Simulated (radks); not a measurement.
Q: Coulomb parameter of the 4d shell of the rhodium ion Rh3+ in the model configuration [Kr] 4d4.5 5s1.5, as a second difference U = [E(n + 0.5) + E(n - 0.5) - 2 E(n)] / (0.5)^2 with all orbitals relaxed. "Bare": the charge of the atom changes with n. "Screened": the 5s shell takes up the change at fixed total charge, which measures U(4d,4d) + U(5s,5s) - 2 U(4d,5s). Method: scalar-relativistic Kohn-Sham, BLYP, spin-unpolarised, spherical densities, finite nucleus; Fermi nuclear charge, rms radius 4.4945 fm; computed with a radial shooting solver on a logarithmic mesh with Libxc functionals. Estimate both.

A: U(bare) = 14.956 eV, U(screened by 5s) = 2.357 eV, against the Slater integral F0(4d,4d) = 18.715 eV with frozen orbitals.
